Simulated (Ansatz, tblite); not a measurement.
Cost and result up the ladder for cyclo-(Cl2GeSe)3 (Ge3Se3Cl6) (12 atoms). Charge 0, multiplicity 1. Geometry: PBE-D4/def2-SVP.

```xyz
12

Ge    0.1244   -0.3788   -2.0453
Cl    0.8711   -0.7425   -4.0459
Cl   -2.0394   -0.4107   -2.0890
Se    0.9505    1.7843   -1.5271
Ge    0.1289    1.9609    0.6919
Cl    0.8770    3.8806    1.3606
Cl   -2.0348    1.9991    0.7348
Se    1.0026    0.4358    2.2860
Ge    0.1675   -1.5782    1.3497
Cl    0.9528   -3.1135    2.6606
Cl   -1.9951   -1.6439    1.4115
Se    0.9944   -2.1931   -0.7877
```

Ansatz on 2 threads of AMD EPYC 7R13 on a shared host and a share (18 GiB) of an NVIDIA H100 80GB HBM3; xTB runs through tblite on one thread. Times are rough, summed over both states, and most runs start from the orbitals of an earlier one. PBE0-D4/def2-TZVP serves as the yardstick here, not as an exact answer. The other state is a triplet.

The xTB rows come from tblite. Single mean-field runs in def2-TZVP are fitted with def2-universal-jkfit. HOMO above LUMO, or a gap near zero within one spin, warns that the state may not be the lowest or that an electron is smeared out.

Run but left out: PBE-D4/def2-TZVP (triplet: an occupied level 0.07 eV above an empty one).

xTB has no spin-polarisation term.

```tsv
level	functions	wall time
GFN1-xTB	108	0.15 s
GFN2-xTB	108	0.17 s
PBE0-D4/def2-TZVP (with forces)	510	52 s
r2SCAN-D4/def2-TZVP	510	56 s
```

(1) Estimate what each level gives for the vertical triplet (eV).

## Answers

(1) 
```tsv
level	vertical triplet (eV)	difference from PBE0-D4/def2-TZVP (eV)	remarks
GFN1-xTB	4.23	0.58	–
GFN2-xTB	2.69	-0.95	–
PBE0-D4/def2-TZVP (with forces)	3.65	0.00	–
r2SCAN-D4/def2-TZVP	3.42	-0.23	gap within one spin near zero (triplet)
```
